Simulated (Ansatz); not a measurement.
Steps of a relaxation of `B[SiH2][AsH]C` with RKS PBE0-D4/def2-TZVP.

```sh
$ ansatz run in.yaml --threads 4 --pin off --events-out ev --progress --plain --max-ram 10444MiB
```

```yaml
crystal:
  periodic: [false, false, false]
  atoms:
    - {symbol: B, position_ang: [-1.747812, 1.195880, -0.440672]}
    - {symbol: Si, position_ang: [-0.955159, 0.211329, 1.092260]}
    - {symbol: As, position_ang: [1.403084, 0.501437, 0.561300]}
    - {symbol: C, position_ang: [1.451523, -0.836709, -0.926934]}
    - {symbol: H, position_ang: [-1.952313, 0.640305, -1.504357]}
    - {symbol: H, position_ang: [-1.905028, 2.401288, -0.387622]}
    - {symbol: H, position_ang: [-1.141875, 0.832583, 2.451924]}
    - {symbol: H, position_ang: [-1.251512, -1.264946, 1.172021]}
    - {symbol: H, position_ang: [1.747958, -0.516496, 1.671160]}
    - {symbol: H, position_ang: [0.865976, -1.748502, -0.706722]}
    - {symbol: H, position_ang: [1.053296, -0.358529, -1.842249]}
    - {symbol: H, position_ang: [2.508762, -1.112840, -1.106109]}
basis:
  gaussian: {orbitals: def2-TZVP}
hamiltonian: {xc: pbe0, dispersion: d4}
relax: {f_tol: 0.005, max_steps: 150}
```

Positions (Å) and forces (eV/Å) along the path, 9 of 9 steps:

```xyz
12
step=1 energy=-70549.6223 eV
B    -1.748    1.196   -0.441   -0.124    0.198   -0.302
Si   -0.955    0.211    1.092    0.239   -0.082    0.174
As    1.403    0.501    0.561   -0.254   -0.539    0.050
C     1.452   -0.837   -0.927    0.049   -0.137   -0.226
H    -1.952    0.640   -1.504    0.078    0.227    0.410
H    -1.905    2.401   -0.388    0.057   -0.475   -0.030
H    -1.142    0.833    2.452    0.000   -0.126   -0.294
H    -1.252   -1.265    1.172    0.040    0.319   -0.028
H     1.748   -0.516    1.671   -0.042    0.226   -0.216
H     0.866   -1.749   -0.707    0.289    0.479   -0.081
H     1.053   -0.359   -1.842    0.195   -0.230    0.453
H     2.509   -1.113   -1.106   -0.526    0.140    0.089
12
step=2 energy=-70549.6655 eV
B    -1.746    1.194   -0.438   -0.011    0.091   -0.143
Si   -0.935    0.215    1.084    0.025   -0.081    0.082
As    1.390    0.478    0.564    0.030   -0.058   -0.017
C     1.448   -0.837   -0.923   -0.012   -0.052   -0.035
H    -1.948    0.648   -1.490    0.002    0.060    0.119
H    -1.906    2.383   -0.386   -0.007   -0.134   -0.003
H    -1.149    0.830    2.428    0.015   -0.023   -0.073
H    -1.245   -1.244    1.158   -0.018    0.068   -0.008
H     1.755   -0.517    1.666   -0.007    0.030   -0.044
H     0.874   -1.740   -0.699    0.083    0.118   -0.047
H     1.044   -0.362   -1.824    0.055   -0.064    0.134
H     2.494   -1.103   -1.107   -0.153    0.046    0.034
12
step=3 energy=-70549.6674 eV
B    -1.731    1.193   -0.447   -0.117   -0.003    0.020
Si   -0.922    0.206    1.072    0.048    0.046    0.034
As    1.402    0.479    0.569   -0.037   -0.044    0.001
C     1.441   -0.834   -0.911    0.040    0.024   -0.009
H    -1.960    0.650   -1.488    0.030   -0.003   -0.028
H    -1.917    2.372   -0.384    0.030    0.016   -0.006
H    -1.131    0.824    2.409   -0.029    0.009    0.012
H    -1.261   -1.242    1.145    0.014   -0.010   -0.010
H     1.771   -0.517    1.662    0.014   -0.005    0.025
H     0.867   -1.731   -0.693   -0.012   -0.016    0.017
H     1.039   -0.356   -1.804   -0.010    0.006   -0.033
H     2.480   -1.101   -1.097    0.029   -0.019   -0.023
12
step=4 energy=-70549.6692 eV
B    -1.748    1.197   -0.441    0.011    0.015   -0.024
Si   -0.926    0.215    1.076    0.024   -0.010    0.016
As    1.400    0.471    0.568   -0.003    0.001   -0.004
C     1.450   -0.839   -0.915   -0.002    0.013    0.009
H    -1.963    0.656   -1.486   -0.011   -0.008   -0.006
H    -1.922    2.378   -0.383   -0.013    0.008    0.005
H    -1.143    0.831    2.413   -0.001    0.004    0.009
H    -1.259   -1.236    1.146   -0.005   -0.008    0.001
H     1.773   -0.522    1.664   -0.006   -0.004    0.009
H     0.881   -1.740   -0.696   -0.008   -0.014    0.006
H     1.044   -0.363   -1.808   -0.007    0.006   -0.017
H     2.490   -1.101   -1.104    0.019   -0.003   -0.003
12
step=5 energy=-70549.6693 eV
B    -1.748    1.198   -0.442   -0.003    0.004   -0.005
Si   -0.925    0.215    1.076    0.012   -0.001   -0.002
As    1.401    0.470    0.568    0.003    0.000    0.003
C     1.451   -0.840   -0.916   -0.001    0.002    0.005
H    -1.964    0.657   -1.486   -0.002   -0.003   -0.002
H    -1.925    2.379   -0.382   -0.005    0.002    0.002
H    -1.142    0.832    2.413    0.001    0.002    0.002
H    -1.260   -1.235    1.146   -0.005   -0.002    0.000
H     1.769   -0.523    1.666   -0.001   -0.002    0.001
H     0.885   -1.743   -0.695   -0.002   -0.004    0.000
H     1.042   -0.366   -1.808   -0.002    0.002   -0.003
H     2.492   -1.099   -1.107    0.005    0.000   -0.001
12
step=6 energy=-70549.6694 eV
B    -1.749    1.201   -0.443   -0.003   -0.002    0.007
Si   -0.923    0.216    1.075    0.004    0.005   -0.011
As    1.402    0.468    0.569    0.004   -0.001    0.006
C     1.453   -0.841   -0.915    0.001   -0.002   -0.001
H    -1.968    0.659   -1.486    0.000   -0.001   -0.001
H    -1.930    2.381   -0.381   -0.002    0.000    0.000
H    -1.140    0.833    2.412    0.001    0.000    0.000
H    -1.262   -1.234    1.144   -0.003    0.001    0.000
H     1.769   -0.526    1.667   -0.001    0.000   -0.002
H     0.891   -1.746   -0.693    0.001    0.001   -0.001
H     1.040   -0.368   -1.806    0.001   -0.001    0.002
H     2.495   -1.097   -1.109   -0.001    0.000    0.000
12
step=7 energy=-70549.6695 eV
B    -1.754    1.204   -0.443    0.000   -0.005    0.011
Si   -0.921    0.219    1.072   -0.003    0.006   -0.011
As    1.406    0.464    0.571    0.002    0.000    0.004
C     1.457   -0.843   -0.914    0.002   -0.004   -0.005
H    -1.975    0.661   -1.486    0.001    0.001    0.000
H    -1.940    2.383   -0.379   -0.001   -0.002   -0.002
H    -1.137    0.835    2.410    0.001   -0.001    0.000
H    -1.265   -1.230    1.140    0.001    0.001    0.000
H     1.769   -0.531    1.669   -0.001    0.000   -0.002
H     0.899   -1.751   -0.691    0.002    0.003   -0.001
H     1.040   -0.371   -1.804    0.002   -0.001    0.004
H     2.499   -1.095   -1.111   -0.005    0.000    0.001
12
step=8 energy=-70549.6695 eV
B    -1.756    1.205   -0.442    0.001   -0.002    0.006
Si   -0.920    0.220    1.071   -0.003    0.003   -0.004
As    1.408    0.463    0.572    0.002    0.001    0.002
C     1.459   -0.844   -0.914    0.001   -0.002   -0.004
H    -1.979    0.662   -1.485    0.001    0.001    0.000
H    -1.946    2.384   -0.378   -0.001   -0.001   -0.001
H    -1.135    0.836    2.408    0.000    0.000    0.000
H    -1.265   -1.228    1.139    0.001    0.001    0.000
H     1.768   -0.534    1.669   -0.001    0.000    0.000
H     0.900   -1.751   -0.691    0.001    0.002    0.000
H     1.043   -0.372   -1.804    0.001   -0.001    0.002
H     2.501   -1.096   -1.111   -0.002    0.000    0.001
12
step=9 energy=-70549.6695 eV
B    -1.758    1.205   -0.442    0.001    0.000    0.000
Si   -0.919    0.221    1.070   -0.001    0.000    0.001
As    1.409    0.462    0.572    0.000    0.001   -0.001
C     1.460   -0.844   -0.914    0.000   -0.001    0.000
H    -1.981    0.662   -1.485    0.000    0.000    0.000
H    -1.949    2.383   -0.377   -0.001    0.000    0.000
H    -1.134    0.837    2.408    0.000    0.000    0.000
H    -1.264   -1.227    1.138    0.001    0.000    0.000
H     1.767   -0.535    1.670    0.000   -0.001    0.000
H     0.898   -1.750   -0.693    0.000    0.000    0.000
H     1.047   -0.371   -1.805    0.000    0.000    0.000
H     2.502   -1.100   -1.108    0.000    0.000    0.000
```

It took 45 s on 4 threads of an Arm Neoverse V1 on a shared host, with 0.58 GiB of host memory at the peak.
